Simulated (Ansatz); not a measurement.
System: C5H6Se2, charge 0, multiplicity 1. 
Structure (B3LYP-D3(BJ)/def2-TZVP (Ansatz, a quantum-chemistry and plane-wave program) minimum search):
SMILES: C[Se]c1ccc[se]1
```xyz
13

C      2.5835    -0.7436     0.4633
Se     1.6075     0.2730    -0.9143
C     -0.1574    -0.2136    -0.4040
C     -0.9560    -1.1415    -1.0040
C     -2.2544    -1.2933    -0.4343
C     -2.5153    -0.4893     0.6306
Se    -1.0633     0.6154     1.0275
H      2.2957    -0.3925     1.4503
H      3.6417    -0.5528     0.2944
H      2.3706    -1.8031     0.3530
H     -0.6141    -1.7201    -1.8513
H     -2.9774    -2.0005    -0.8184
H     -3.4226    -0.4467     1.2112
```
Charge 0, spin multiplicity 1.

Dipole moments at this geometry, in debye (magnitudes).

| level | program | dipole (D) |
|---|---|---|
| SVWN5/def2-TZVPD | Ansatz | 1.45 |
| BLYP/def2-TZVPD | Ansatz | 1.36 |
| revPBE/def2-TZVPD | Ansatz | 1.42 |
| r2SCAN/def2-TZVPD | Ansatz | 1.52 |
| B97M-V/def2-TZVPD | Ansatz | 1.48 |
| B3LYP/def2-TZVPD | Ansatz | 1.44 |
| BHLYP/def2-TZVPD | Ansatz | 1.54 |
| r2SCANh/def2-TZVPD | Ansatz | 1.54 |
| r2SCAN0/def2-TZVPD | Ansatz | 1.57 |
| HSE06/def2-TZVPD | Ansatz | 1.51 |
| CAM-B3LYP/def2-TZVPD | Ansatz | 1.49 |
| LC-wPBE/def2-TZVPD | Ansatz | 1.56 |
| CCSD(T)/aug-cc-pVDZ | Ansatz | 1.49 |
